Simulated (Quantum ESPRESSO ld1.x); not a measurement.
Results of a calculation; reference values are marked as such.
Question: The aim is the iridium ion Ir3+ in [Xe] 4f14 5d6. This ld1.x (Quantum ESPRESSO 7.5) run was made with `OMP_NUM_THREADS=1 ld1.x < ld1.in > ld1.out`. Can the result be used? Name any fault.

```
 &input
    zed=77.0,
    iswitch=1,
    rel=0,
    lsd=1,
    dft='SLA-VWN',
    config='[Xe] 4f14 5d6',
    dx=0.002,
    prefix='ld1',
    max_out_wfc=37,
    file_charge='ld1.rho',
 /
```

Output (excerpt):

```
     Program LD1 v.7.5 starts

 %%%%%%%%%%%%%%%%%%%%%%%%%%%%%%%%%%%%%%%%%%%%%%%%%%%%%%%%%%%%%%%%%%%%%%%%%%%%%%
     Error in routine do_mesh (1):
     ndmx is too small
 %%%%%%%%%%%%%%%%%%%%%%%%%%%%%%%%%%%%%%%%%%%%%%%%%%%%%%%%%%%%%%%%%%%%%%%%%%%%%%

     stopping ...
```

Answer: No (refused). The line at issue: dx=0.002. The program stops in do_mesh with "ndmx is too small": the mesh holds 3500 points at most, so dx, xmin and rmax must fit that. The sound input gives -16799.7270 hartree.
